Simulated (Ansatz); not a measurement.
Stepwise reaction of `[OH][Sc]([Cl])[Cl]` with hydrogen fluoride, as a gas-phase model of exchange steps in deposition or etching. ΔE in kJ/mol; ΔG adds harmonic PBE0-D4 terms to CCSD(T)/CBS, at 1 bar.

Computed with Ansatz on PBE0-D4/def2-TZVP structures; ΔE is electronic, products minus reactants. CBS: MP2 limit from def2 TZ/QZ plus the TZ coupled-cluster correction, frozen cores. This one scheme is used for every species. DFT in def2-TZVPP. B3LYP here is the variant with VWN-RPA as its local correlation; programs differ in this. For Sc outer-core shells are correlated without core-valence functions, which leaves a few kJ/mol of doubt a bond. Scalar relativity is left out up to krypton. Each species was taken in one conformer, which may not be the lowest.

```
step                                                reaction  PBE-D4  B3LYP-D4  ωB97M-V  CCSD(T)/CBS  ΔG(400 K)
   1  `[OH][Sc]([Cl])[Cl]` + H–F → `[OH][Sc]([F])[Cl]` + HCl   -14.3     -12.5    -12.3         -2.1      -10.6
   2    `[OH][Sc]([F])[Cl]` + H–F → `[OH][Sc]([F])[F]` + HCl   -11.5     -10.0     -8.7         -0.2       -4.4
```

Task: By hand: ΔE of the 2 steps together at CCSD(T)/CBS.

Result: (-2.1) + (-0.2) = -2.3 kJ/mol, or -1.2 kJ/mol a step.

In ΔE the steps differ by no more than 1.9 kJ/mol. ΔG lies between -10.6 and -4.4 kJ/mol a step. PBE-D4 differs from CCSD(T)/CBS by -12.2 to -11.3 kJ/mol a step. Isolated molecules leave out the surface, adducts and barriers. Largest T1 diagnostic: 0.017.
